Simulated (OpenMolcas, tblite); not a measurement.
# A ladder of methods for CSeO (carbonyl selenide)

The species is CSeO (3 atoms), meant as a singlet with charge 0. As SMILES, `O=C=[Se]`. Geometry: relaxed at PBE0-D4/def2-TZVP.

```xyz
3

O    -0.8200    0.9949   -0.3465
C    -0.1141    0.1385   -0.0482
Se    0.9341   -1.1334    0.3947
```

Quantity: the dipole moment, in D. The values are calculated.

Measured value to compare with: NIST CCCBDB gives the dipole moment of the gas as 0.75 D.

```tsv
level	kind	program	value (D)	computed − measured	CPU time
IPEA1-xTB	semi-empirical	tblite	0.75	0.00	under 2 s
HF/def2-TZVP	Hartree–Fock	OpenMolcas	0.55	-0.20	17 s
SVWN5/def2-TZVP	LDA	OpenMolcas	0.81	+0.06	24 s
revPBE/def2-TZVP	GGA	OpenMolcas	0.70	-0.05	28 s
M06-L/def2-TZVP	meta-GGA	OpenMolcas	0.79	+0.04	39 s
B3LYP/def2-TZVP	global hybrid	OpenMolcas	0.77	+0.02	27 s
```

Nearest: IPEA1-xTB (0.00 D); farthest: HF/def2-TZVP (-0.20 D). The measured dipole is a vibrational average, so differences of a few hundredths of a debye mean little. Computed less measured by kind, in D (def2-TZVP rows): semi-empirical +0.00; Hartree–Fock -0.20; LDA +0.06; GGA -0.05; meta-GGA +0.04; global hybrid +0.02. All-electron rows without a relativistic Hamiltonian named are non-relativistic. Magnitudes only: a small dipole may point the other way at some levels. CPU times are rough (shared hosts, several kinds of processor): they show what a rung costs within a factor of a few.
